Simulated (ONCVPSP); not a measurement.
**Te, ONCV: configuration errors across variants**

```
Element                 : tellurium
Generator               : ONCVPSP 4.0.1
Type                    : optimised norm-conserving Vanderbilt (ONCV)
Functional              : LDA (Perdew-Wang 92)
Relativity              : scalar-relativistic
Frozen core             : [Kr]
Valence charge          : 16
Reference configuration : 4d10 5s2 5p4
Partial waves           : 5s: rc 1.70 bohr, ncon 5, nbas 9, qcut 3.3 1/bohr, 2 projectors, debl 1 Ha; 5p: rc 2.10 bohr, ncon 4, nbas 8, qcut 4.1 1/bohr, 1 projector; 4d: rc 0.90 bohr, ncon 3, nbas 8, qcut 10.1 1/bohr, 2 projectors, debl 2.8 Ha
Local potential         : polynomial inside 0.65 bohr (lpopt 5, dvloc0 0 Ha)
Core correction         : Teter function, fcfact 6, rcfact 1.2
```

All-electron excitation energies from the reference (eV): (1) 4d10 5s2 5p3 9.910; (2) 4d10 5s2 5p2 28.078; (3) 4d10 5s2 5p1 55.305.

2 further variants failed, have other tests or too few solved ones, and are left out.

A true bound ghost makes a file unfit for plane-wave use even where its test errors are small: the radial tests pick states by their node count and pass the ghost by.

Errors AE − PS in meV (a dash: test not solved or not reliable):

```tsv
change	(1)	(2)	(3)	bound ghosts	GHOST(+) flags above zero
base	+1.3	+11	+25	s, p	s
all radii but the core radius scaled by about 1.13 (s 1.92, p 2.38, d 1.02 bohr); local potential polynomial inside 0.74 bohr (lpopt 5, dvloc0 0 Ha)	+0.7	+6.6	+11	s, p	s
all radii but the core radius scaled by about 1.32 (s 2.24, p 2.78, d 1.18 bohr); local potential polynomial inside 0.86 bohr (lpopt 5, dvloc0 0 Ha)	-0.4	-2.6	-26	s, p	s, d
```

Task: Give the same row for: all radii but the core radius scaled by about 1.22 (s 2.06, p 2.56, d 1.10 bohr); local potential polynomial inside 0.80 bohr (lpopt 5, dvloc0 0 Ha).

Result: +0.2, +3.0, -3.3; bound ghosts: s, p; GHOST(+) flags above zero: s.
